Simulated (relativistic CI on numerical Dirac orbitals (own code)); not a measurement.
Bi LXXVIII: computed level list

Calculated at this level of theory: Dirac-Coulomb-Breit CI, KLI orbitals optimised for each configuration, QED by a radiative potential, unscaled Slater integrals (own radial code, finite nucleus).

Configuration list (outside the closed core 1s2): 2s2.2p2, 2s.2p3, 2p4, 2s2.2p.3s, 2p3.3s, 2p3.3p, 2s2.2p.3p, 2p3.3d, 2s2.2p.3d, 2s.2p2.3s, 2s.2p2.3p, 2s.2p2.3d, 2s2.2p.4s, 2s2.2p.4p, 2s2.2p.4d, 2s2.2p.4f, 2s2.3s2, 2s2.3s.3p, 2s.2p2.4s, 2s2.3s.3d, 2s2.2p.5s, 2s2.3p2, 2s2.2p.5p, 2s.2p2.4p, 2s2.2p.5d, 2s2.2p.5f, 2s2.2p.5g, 2s.2p2.4d, 2s.2p2.4f, 2s2.3p.3d, 2s.2p.3s2, 2s2.3d2, 2s.2p.3s.3p, 2s.2p.3s.3d, 2s.2p.3p2, 2s.2p.3p.3d. Levels of other configurations are missing.

The lowest level is 2s2.2p2 3P_0, with 68 % of that term; Hund's rules for 2s2.2p2 give 3P with J = 0, in agreement.

```csv
No.,Configuration,Term,J,E (eV),%,Next component (%),Lifetime (s)
1,2s2.2p2,3P,0,0.0,68,32 1S,
2,2s2.2p2,3P,1,2422.5,100,,1.19e-11
3,2s2.2p2,1D,2,2440.6,66,34 3P,1.34e-09
4,2s.2p3,3P°,2,2791.6,49,25 5S°,2.16e-11
5,2s.2p3,1P°,1,2895.5,31,30 3D°,2.49e-14
6,2s2.2p2,3P,2,4897.3,65,34 1D,3.02e-12
7,2s2.2p2,1S,0,4972.2,67,32 3P,2.79e-12
8,2s.2p3,5S°,2,5181.8,51,46 3D°,1.04e-13
9,2s.2p3,3D°,3,5228.6,100,,1.10e-13
10,2s.2p3,3P°,0,5307.9,100,,3.20e-14
11,2s.2p3,3S°,1,5334.5,54,44 3D°,1.62e-14
12,2s.2p3,1D°,2,5342.1,74,21 3D°,1.65e-14
13,2s.2p3,3P°,1,5347.6,65,33 1P°,2.95e-14
14,2p4,3P,2,5732.4,67,32 1D,1.71e-14
15,2p4,1S,0,5810.0,65,34 3P,1.58e-14
16,2s.2p3,3P°,2,7727.7,51,20 5S°,3.33e-14
17,2s.2p3,1P°,1,7830.2,35,26 3D°,1.35e-14
18,2p4,3P,1,8177.1,100,,1.10e-14
19,2p4,1D,2,8195.4,68,32 3P,1.12e-14
20,2p4,3P,0,10687.9,65,34 1S,8.24e-15
21,2s2.2p.3s,3P°,0,13702.2,100,,2.33e-15
22,2s2.2p.3s,3P°,1,13706.0,67,33 1P°,1.95e-15
23,2s2.2p.3p,3D,1,13808.8,74,22 1P,1.47e-13
24,2s2.2p.3p,3P,0,13869.3,67,32 1S,7.87e-14
25,2s.2p2.3s,5P,1,14043.7,40,32 3S,2.34e-15
26,2s.2p2.3s,3P,0,14090.9,67,32 1S,2.48e-15
27,2s.2p2.3p,3P°,1,14160.8,33,20 5D°,1.12e-15
28,2s.2p2.3p,3P°,0,14162.2,53,40 5D°,1.04e-13
29,2s2.2p.3p,3D,2,14551.9,51,32 1D,8.31e-14
30,2s2.2p.3p,3P,1,14552.9,49,30 3S,1.10e-13
31,2s2.2p.3d,3F°,2,14625.6,75,20 1D°,2.32e-15
32,2s2.2p.3d,3D°,1,14653.8,50,33 1P°,2.70e-16
33,2s2.2p.3d,3P°,2,14821.3,46,34 3D°,4.10e-16
34,2s2.2p.3d,3F°,3,14826.5,45,32 1F°,4.06e-16
35,2s.2p2.3p,3P°,2,14897.4,36,18 5P°,9.84e-15
36,2s.2p2.3p,3D°,1,14902.9,30,27 3P°,1.21e-15
37,2s.2p2.3d,3D,1,14969.5,48,34 5F,2.50e-15
38,2s.2p2.3d,3D,2,14975.5,30,16 3F,2.16e-15
39,2s.2p2.3d,3D,3,15161.0,39,16 5D,4.05e-16
40,2s.2p2.3d,3D,2,15180.7,26,26 3F,4.09e-16
41,2s2.2p.3s,3P°,2,16188.2,99,1 2p3.3s 3P°,3.06e-15
42,2s2.2p.3s,1P°,1,16199.0,66,33 3P°,1.61e-15
43,2s2.2p.3p,3P,1,16318.3,49,28 3S,6.63e-14
44,2s2.2p.3p,3D,2,16319.6,48,33 1D,7.62e-14
45,2s.2p2.3s,5P,2,16431.8,83,9 3P,3.67e-15
46,2s.2p2.3s,3P,1,16466.1,64,21 5P,1.75e-15
47,2s.2p2.3s,3D,3,16473.6,64,36 5P,3.23e-15
48,2s.2p2.3s,3P,2,16505.7,37,37 3D,1.81e-15
49,2s.2p2.3p,5P°,1,16543.7,39,30 5D°,3.15e-15
50,2s.2p2.3p,5D°,2,16555.2,45,26 3D°,1.69e-15
51,2s.2p2.3s,3P,0,16572.5,100,,1.57e-15
52,2s.2p2.3s,3D,1,16573.2,47,45 1P,1.60e-15
53,2s.2p2.3s,3P,1,16582.1,74,13 5P,3.58e-15
54,2s.2p2.3s,1D,2,16584.7,39,37 3P,3.08e-15
55,2s.2p2.3p,3D°,3,16587.3,32,29 3F°,1.19e-15
56,2s.2p2.3p,3P°,2,16638.2,44,16 3D°,1.75e-15
57,2s.2p2.3p,3P°,0,16674.9,50,27 5D°,1.14e-15
58,2s.2p2.3p,3D°,1,16675.6,59,15 3P°,1.24e-15
59,2s.2p2.3p,3F°,2,16677.9,44,24 3D°,1.89e-15
60,2s.2p2.3p,1P°,1,16739.1,29,28 3D°,1.67e-15
61,2p3.3s,3P°,2,16931.2,48,23 5S°,4.03e-15
62,2p3.3s,1P°,1,16942.8,32,27 3D°,1.89e-15
63,2s2.2p.3p,3D,3,17019.7,99,1 2p3.3p 3D,5.23e-14
64,2s2.2p.3p,1P,1,17020.5,54,37 3S,4.64e-14
65,2p3.3p,3P,1,17037.1,32,19 5P,6.95e-16
66,2p3.3p,3D,2,17037.8,25,21 1D,7.00e-16
67,2s2.2p.3p,3P,2,17056.5,65,34 1D,4.79e-14
68,2s2.2p.3p,1S,0,17088.9,66,32 3P,3.89e-14
69,2s2.2p.3d,3D°,2,17123.2,51,23 1D°,3.65e-16
70,2s2.2p.3d,3F°,3,17132.4,53,35 1F°,3.96e-16
```

Energies count from the lowest computed level; ° marks odd parity; lifetimes are radiative, by E1, M1, E2, M2 decay to levels of this space only.

The mean weight of the leading LS term, summed over parents, in these 70 levels is 57 %, and that of the leading jj configuration (from the same eigenvectors) 99 %, so jj coupling describes them better and the LS labels are nominal.

At this charge energies of transitions that change n are usually good to better than 1 %, and those within a shell (Δn = 0) to a few per cent.

LS names give the leading component of a level, which can be under half, so a name can repeat, a term be missing and a line seem to break the LS rules.
